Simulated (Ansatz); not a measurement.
Basis-set extrapolation for C2H5AlO2 (PBE0-D4/def2-TZVP geometry, frozen core, the Gaussian-basis code of Ansatz). Multiplicity 1, RHF reference.

|  | def2-TZVPP | def2-QZVPP |
| --- | --- | --- |
| HF | -470.416030 | -470.433828 |
| MP2 correlation | -0.875871 | -0.940998 |
| CCSD(T) correlation | -0.940842 | not run |

Energies in hartree. Use E(X) = E(∞) + A·exp(−7.88·√X) for Hartree–Fock and E(X) = E(∞) + B·X^(−2.97) for correlation, with X = 3 and 4, and add CCSD(T) minus MP2 of the smaller set to the MP2 limit.

What is the CCSD(T) energy at the basis-set limit?

HF limit: -470.433828 + (-0.017798) × 0.13774 = -470.43628. MP2 limit: -0.940998 + (-0.065127) × 0.74074 = -0.98924. Higher-order term: -0.940842 − (-0.875871) = -0.06497. Total: -471.49049 hartree, 3.64 eV below CCSD(T)/def2-TZVPP.
